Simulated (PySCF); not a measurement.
Sn2O, triplet: computed properties

Level of theory: PySCF, UPBE, basis O def2-SVP, Sn def2-SVP with ECP28 (scalar-relativistic core potentials, no spin–orbit coupling, density fitting).

The structure is a minimum.

Z-matrix (Å, degrees; charge 0 multiplicity 3):
```
O
Sn 1 2.0065
Sn 1 2.0065 2 180.00
```

```json
{
 "Point group": "D∞h",
 "Bond lengths": "O–Sn 2.007 Å (×2)",
 "Bond angles": "Sn–O–Sn 180.0°",
 "Lowest empty level (α)": "-2.88 eV",
 "Dipole moment": "0.00 D",
 "Spin squared ⟨S²⟩": "2.015",
 "Highest occupied level (α)": "-3.56 eV",
 "Rotational symmetry number": "2",
 "Principal quadrupole moments (Buckingham, traceless) about the centre of mass": "-1.84, -1.84, 3.69 D Å",
 "Principal polarisabilities": "55.6, 55.6, 269.7 bohr³",
 "Rotational constants": "0.01746 cm⁻¹",
 "Heat capacity Cp at 298.15 K": "56.8 J/(mol K)",
 "Entropy at 298.15 K and 1 bar (electronic part: spin only)": "301.7 J/(mol K)",
 "Atomisation energy without zero-point energy": "774 kJ/mol",
 "Enthalpy at 298.15 K above 0 K": "13.98 kJ/mol",
 "Zero-point energy": "6.7 kJ/mol"
}
```

Harmonic modes (masses in u: O 15.995, Sn 119.902):
```json
{"symmetry": "πu", "ω (cm⁻¹)": "136", "IR (km/mol, summed over degenerate members)": "26.6"}
{"symmetry": "σg+", "ω (cm⁻¹)": "213", "IR (km/mol, summed over degenerate members)": "0.0"}
{"symmetry": "σu+", "ω (cm⁻¹)": "634", "IR (km/mol, summed over degenerate members)": "209"}
```

In D∞h the vibrations span πu + σg+ + σu+. The σg+ mode carries no infrared intensity, as symmetry demands. With a centre of inversion only u modes can be infrared active and only g modes Raman active.

Charges (e):
| atom | Mulliken | Löwdin | polar tensor | spin (Mulliken) | Mayer order to O1 |
| --- | --- | --- | --- | --- | --- |
| O1 | -0.57 | -0.35 | 0.30 | -0.15 | – |
| Sn2,3 | 0.28 | 0.17 | -0.15 | 1.07 | 1.09 |
Other Mayer orders above 0.3: Sn–Sn 0.78.

Mulliken populations on O1: s 3.84, p 4.72, d 0.00.

Other isomers or separated fragments may lie lower. At this level a singlet minimum of C2v symmetry lies 36 kJ/mol below this structure. Spin–orbit coupling, left out here, can matter for elements this heavy.

The final relaxation and frequency run took of the order of 28 core-seconds on a shared host.
